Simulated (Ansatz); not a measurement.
Total energies of diphenyliodonium hydroxide, `[OH-].c1ccc([I+]c2ccccc2)cc1` from Ansatz at PBE-D4/def2-SVP, gas phase (1 Eh = 27.2114 eV = 2625.5 kJ/mol). The reference geometry is relaxed at PBE-D4/def2-SVP.

```xyz
25

O     0.4399   -1.4207    0.6787
H     1.3712   -1.1908    0.8881
C     2.2307   -1.2326   -4.3140
C     1.8591    0.1082   -4.1269
C     1.2039    0.4946   -2.9440
C     0.9287   -0.4664   -1.9644
I    -0.2531    0.3823   -0.2428
C    -1.1101    0.6950    1.8165
C    -1.6723    1.9696    1.9477
C    -2.2946    2.3296    3.1562
C    -2.3445    1.4105    4.2164
C    -1.7751    0.1353    4.0682
C    -1.1514   -0.2334    2.8625
C     1.2935   -1.8074   -2.1353
C     1.9470   -2.1855   -3.3218
H     2.7458   -1.5359   -5.2382
H     2.0835    0.8600   -4.8999
H     0.9139    1.5508   -2.7970
H    -1.6316    2.6952    1.1145
H    -2.7375    3.3318    3.2676
H    -2.8299    1.6908    5.1637
H    -1.8171   -0.5860    4.8998
H    -0.6990   -1.2233    2.7195
H     1.0635   -2.5336   -1.3440
H     2.2355   -3.2381   -3.4710
```

```tsv
state	geometry	energy (Eh)
charge 0 singlet	reference	-835.64095
charge 1 doublet	reference	-835.35797
charge -1 doublet	reference	-835.66342
charge -1 doublet	relaxed at PBE-D4/def2-SVP	-835.70301
free O atom (triplet)	–	-74.91467
free H atom (doublet)	–	-0.49863
free C atom (triplet)	–	-37.75124
free I atom (doublet)	–	-297.65577
```

In the def2 sets I takes a core potential; there is no spin–orbit coupling.

(1) Work out the vertical ionisation energy to the doublet.

(2) Work out the vertical electron affinity, to the doublet.

(3) Give the fundamental gap IE − EA, the Mulliken electronegativity (IE + EA)/2 and the hardness (IE − EA)/2.

(4) How much does the charge -1 doublet relax, and what is the adiabatic electron affinity?

(5) What is the binding energy per atom against free atoms?

(1) E(charge 1 doublet) − E(charge 0 singlet) = -835.35797 − (-835.64095) = 0.28298 Eh = 7.70 eV. For comparison, −ε of the highest occupied level is 5.40 eV at this level, 2.30 eV less.

(2) E(charge 0 singlet) − E(charge -1 doublet) = -835.64095 − (-835.66342) = 0.02247 Eh = 0.61 eV. The basis lacks diffuse functions, which makes affinities too small.

(3) From the values in Eh: IE − EA = 0.28298 − 0.02247 = 0.26051 Eh = 7.09 eV; (IE + EA)/2 = 4.16 eV; (IE − EA)/2 = 3.54 eV. The HOMO–LUMO gap of the same run is 2.41 eV, 4.68 eV smaller than the fundamental gap.

(4) Relaxation: -835.66342 − (-835.70301) = 0.03959 Eh = 1.08 eV. Adiabatic electron affinity: 0.06206 Eh = 1.69 eV, without zero-point energy. Bonds change on the way (1 lost, 0 formed), so the relaxed form is another species. 

(5) Atoms: 1 × (-74.91467) + 11 × (-0.49863) + 12 × (-37.75124) + 1 × (-297.65577) = -831.07025 Eh. Binding: -831.07025 − (-835.64095) = 4.57070 Eh = 124.38 eV, or 4.98 eV for each of 25 atoms (no zero-point energy, no counterpoise term).

At PBE-D4/def2-SVP the gap within one spin of the charge 1 doublet nearly closes, so an electron or hole may be smeared out by delocalisation error. At PBE-D4/def2-SVP the highest occupied level of the charge -1 doublet lies above zero (up to 1.84 eV). By energy differences its removal costs 0.61 eV (vertical, to the charge 0 singlet, at PBE-D4/def2-SVP); self-interaction error and the lack of diffuse functions both raise the level.
